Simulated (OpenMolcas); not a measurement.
Exact exchange and the vertical energy of the triplet above the singlet of C2H7BO

C2H7BO has 11 atoms, charge 0, and is taken as a singlet. As SMILES, `CBOC`. Geometry: relaxed at PBE0-D4/def2-TZVP. This is one conformer, not always the lowest.

The vertical energy of the triplet above the singlet y, in eV, basis cc-pVDZ; a is the functional's share of exact exchange. Programs: OpenMolcas 26.06.

```
functional     program     a  y (eV)
      BLYP  OpenMolcas     0    6.01
    revPBE  OpenMolcas     0    5.94
     B3LYP  OpenMolcas   0.2       ?
      PBE0  OpenMolcas  0.25    6.27
     BHLYP  OpenMolcas   0.5    6.70
```

Fit y = c + s·a to the known rows and predict B3LYP.


1. Means of the 4 rows: a = 0.1875, y = 6.230.
2. Σ(Δa)² = 0.17188, Σ(Δa·Δy) = 0.245, so the slope is 0.245/0.17188 = 1.4254.
3. Intercept: 6.230 − (1.4254) × 0.1875 = 5.963. The largest residual of the fit is 0.049.
4. B3LYP: 5.963 + (1.4254) × 0.2 = 6.25 eV.

The run gave 6.31 eV, so the prediction is off by -0.06 eV, about the largest residual. The rows mix families of semi-local functionals, which the line can't see.
